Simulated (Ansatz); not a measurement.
Relaxation of H$_{6}$OW (8 atoms, charge 0, multiplicity 1), to a largest force component of 0.03 eV/Å in at most 50 steps.

Level of theory: RHF/def2-TZVP in Ansatz.

```xyz
8
Properties=species:S:1:pos:R:3
W 0.152 0.026 -0.050
H 1.029 1.057 0.995
H 1.481 -0.726 0.716
H -0.790 1.236 0.663
H -1.458 -0.416 0.198
H -0.072 -1.621 0.228
O 0.495 0.322 -1.814
H 0.591 0.916 -2.534
```

**Question.** Where does it end, and by what steps?

**Answer.** It converged. The force dipped under the threshold on the way, but the program's further checks kept it going. After 7 steps the energy has fallen by 0.007 eV; H8 moved furthest, 0.04 Å.

```json
{"step": "0", "energy less start (eV)": "0.0000", "largest force component (eV/Å)": "0.412", "accepted": "yes"}
{"step": "1", "energy less start (eV)": "-0.0013", "largest force component (eV/Å)": "0.420", "accepted": "yes"}
{"step": "2", "energy less start (eV)": "-0.0063", "largest force component (eV/Å)": "0.036", "accepted": "yes"}
{"step": "3", "energy less start (eV)": "-0.0063", "largest force component (eV/Å)": "0.184", "accepted": "no"}
{"step": "4", "energy less start (eV)": "-0.0066", "largest force component (eV/Å)": "0.037", "accepted": "yes"}
{"step": "5", "energy less start (eV)": "-0.0069", "largest force component (eV/Å)": "0.088", "accepted": "yes"}
{"step": "6", "energy less start (eV)": "-0.0072", "largest force component (eV/Å)": "0.028", "accepted": "yes"}
{"step": "7", "energy less start (eV)": "-0.0072", "largest force component (eV/Å)": "0.005", "accepted": "yes"}
```

```xyz
8
Properties=species:S:1:pos:R:3
W 0.154 0.022 -0.052
H 1.029 1.051 0.966
H 1.465 -0.720 0.710
H -0.786 1.232 0.662
H -1.459 -0.417 0.192
H -0.069 -1.621 0.250
O 0.506 0.301 -1.821
H 0.586 0.943 -2.503
```

Run time: 8.3 s on 2 threads of Intel(R) Xeon(R) Platinum 8259CL CPU @ 2.50GHz (Skylake/Cascade Lake), on a shared host, peak memory 0.19 GiB.
